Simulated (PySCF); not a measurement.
## Potential energy of MoO⁻ along the bond

Set-up: Mo def2-TZVPPD with ECP28, O def2-TZVPPD; scalar-relativistic core potentials (PySCF 2.14). Energies in eV from Mo (4d5 5s1) + O⁻ in their ground configurations at the same level. State: ⁶Σ⁺ (sextet), unpaired electrons σ ↑, π ↑↑, δ ↑↑.

```tsv
R (Å)	M06-2X	B97-3
1.496	-3.438	-3.127
1.566	-4.318	-4.020
1.636	-4.803	-4.517
1.688	-4.973	-4.697
1.740	-5.017	-4.752
1.792	-4.963	-4.711
1.862	-4.779	-4.545
1.949	-4.426	-4.217
2.053	-3.982	-3.755
2.192	-3.274	-3.086
```

Q: Put a parabola through the three lowest points of the M06-2X curve and estimate Re, k and ωe (reduced mass 13.75 u; 1 eV/Å² = 0.16022 mdyn/Å; ωe = 1302.8·√(k/μ) cm⁻¹).

A: Through R = 1.688, 1.74, 1.792 Å the second-order coefficient is 18.1 eV/Å², so Re ≈ 1.737 Å, k ≈ 5.81 mdyn/Å and ωe ≈ 847 cm⁻¹. A polynomial fit of higher order to the unrounded M06-2X energies gives Re = 1.735 Å, k = 5.87 mdyn/Å, ωe = 851 cm⁻¹; anharmonicity and rounding make the difference.

The higher-order fit for each curve: M06-2X: Re = 1.735 Å, ωe = 851 cm⁻¹, De = 5.02 eV; B97-3: Re = 1.741 Å, ωe = 832 cm⁻¹, De = 4.75 eV.

The metal atom is held in its measured ground configuration; semilocal functionals can put another filling of s and d lower by some tenths of an eV, and De to that atom would be smaller. These are scalar-relativistic numbers at best; spin–orbit coupling would shift them, the dissociation energy most. For an ion De counts to the pair picked by the measured ionisation energies or electron affinities, which need not be the lowest pair at this level. The highest Kohn–Sham level is positive in this anion. Much of that is self-interaction error, but it also means that the finite basis helps to hold the extra electron. With d or f electrons several states lie close, and the lowest PBE0 determinant need not be the measured ground state.
